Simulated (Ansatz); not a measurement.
Relaxation of BCl$_{3}$H$_{4}$OSi (10 atoms, charge 0, multiplicity 1), to a largest force component of 0.03 eV/Å in at most 50 steps.

All numbers below come from RKS LDA/def2-SVP (Ansatz 0.2.0).

```xyz
10
Properties=species:S:1:pos:R:3
B 0.104 -0.382 -0.508
Cl -0.333 -0.457 2.522
Cl 1.391 0.785 -0.394
Cl -1.487 0.095 -1.075
O 0.367 -1.701 -0.233
Si -0.789 -2.946 -0.282
H -0.034 -4.170 0.141
H -1.895 -2.638 0.685
H -1.306 -3.098 -1.683
H 0.643 -1.111 1.875
```

Q: Where does it end, and by what steps?

A: The forces met the threshold. After 12 steps the energy has fallen by 0.117 eV; Cl2 moved furthest, 1.15 Å.

| step | energy less start (eV) | largest force component (eV/Å) | accepted |
| --- | --- | --- | --- |
| 0 | 0.0000 | 1.098 | yes |
| 1 | -0.0104 | 0.941 | yes |
| 2 | -0.0475 | 0.388 | yes |
| 3 | -0.0702 | 0.268 | yes |
| 4 | -0.0884 | 0.138 | yes |
| 5 | -0.0995 | 0.109 | yes |
| 6 | -0.1072 | 0.336 | yes |
| 7 | -0.1119 | 0.201 | yes |
| 8 | -0.1153 | 0.107 | yes |
| 9 | -0.1142 | 0.162 | no |
| 10 | -0.1164 | 0.074 | yes |
| 11 | -0.1167 | 0.039 | yes |
| 12 | -0.1168 | 0.020 | yes |

```xyz
10
Properties=species:S:1:pos:R:3
B 0.036 -0.252 -0.686
Cl 0.154 -1.443 2.850
Cl 1.210 1.014 -0.467
Cl -1.418 0.036 -1.626
O 0.238 -1.453 -0.115
Si -0.849 -2.783 -0.126
H -0.156 -3.836 0.678
H -2.153 -2.366 0.478
H -1.015 -3.208 -1.555
H 0.614 -1.332 1.616
```

Whether the end is a true minimum wasn't checked by a vibrational analysis.

Run time: 11 s on 4 threads of Arm Neoverse V2, with other jobs on the host, peak memory 0.18 GiB.
